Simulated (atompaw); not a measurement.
# Reading a pseudo-wave (Au (Z = 79))

Columns: radius, all-electron u(r) and pseudo u(r) of the 5d shell (level -6.90 eV) of gold in the configuration [Kr] 4d10 4f14 5s2 5p6 5d10 6s1 6p0; PBEsol, scalar-relativistic, PAW (atompaw) scheme, atompaw 4.2.0.5.

```json
{"r (bohr)": "0.083", "all-electron": "0.2532", "pseudo": "0.0006"}
{"r (bohr)": "0.165", "all-electron": "0.1250", "pseudo": "0.0044"}
{"r (bohr)": "0.248", "all-electron": "-0.2339", "pseudo": "0.0146"}
{"r (bohr)": "0.331", "all-electron": "-0.4060", "pseudo": "0.0336"}
{"r (bohr)": "0.413", "all-electron": "-0.3558", "pseudo": "0.0627"}
{"r (bohr)": "0.496", "all-electron": "-0.1746", "pseudo": "0.1033"}
{"r (bohr)": "0.579", "all-electron": "0.0522", "pseudo": "0.1549"}
{"r (bohr)": "0.662", "all-electron": "0.2724", "pseudo": "0.2161"}
{"r (bohr)": "0.744", "all-electron": "0.4589", "pseudo": "0.2841"}
{"r (bohr)": "0.827", "all-electron": "0.6080", "pseudo": "0.3575"}
{"r (bohr)": "0.910", "all-electron": "0.7173", "pseudo": "0.4322"}
{"r (bohr)": "0.992", "all-electron": "0.7904", "pseudo": "0.5039"}
{"r (bohr)": "1.075", "all-electron": "0.8350", "pseudo": "0.5709"}
{"r (bohr)": "1.158", "all-electron": "0.8562", "pseudo": "0.6291"}
{"r (bohr)": "1.240", "all-electron": "0.8595", "pseudo": "0.6758"}
{"r (bohr)": "1.323", "all-electron": "0.8495", "pseudo": "0.7104"}
{"r (bohr)": "1.406", "all-electron": "0.8298", "pseudo": "0.7314"}
{"r (bohr)": "1.488", "all-electron": "0.8038", "pseudo": "0.7390"}
{"r (bohr)": "1.571", "all-electron": "0.7731", "pseudo": "0.7345"}
{"r (bohr)": "1.654", "all-electron": "0.7396", "pseudo": "0.7194"}
{"r (bohr)": "1.737", "all-electron": "0.7047", "pseudo": "0.6959"}
{"r (bohr)": "1.819", "all-electron": "0.6698", "pseudo": "0.6670"}
{"r (bohr)": "1.902", "all-electron": "0.6345", "pseudo": "0.6342"}
{"r (bohr)": "1.985", "all-electron": "0.6000", "pseudo": "0.6001"}
{"r (bohr)": "2.067", "all-electron": "0.5668", "pseudo": "0.5668"}
{"r (bohr)": "2.150", "all-electron": "0.5344", "pseudo": "0.5344"}
```

Question: How many radial nodes do the two functions have?

Answer: The all-electron 5d function has n − l − 1 = 2; the pseudo-wave has 0, since the states of the same l below it are removed with the core.

Question: Is the pseudo-wave norm-conserving?

Answer: No, it belongs to a PAW set: the norm inside the radius is not constrained, and the difference is carried by the augmentation charge.
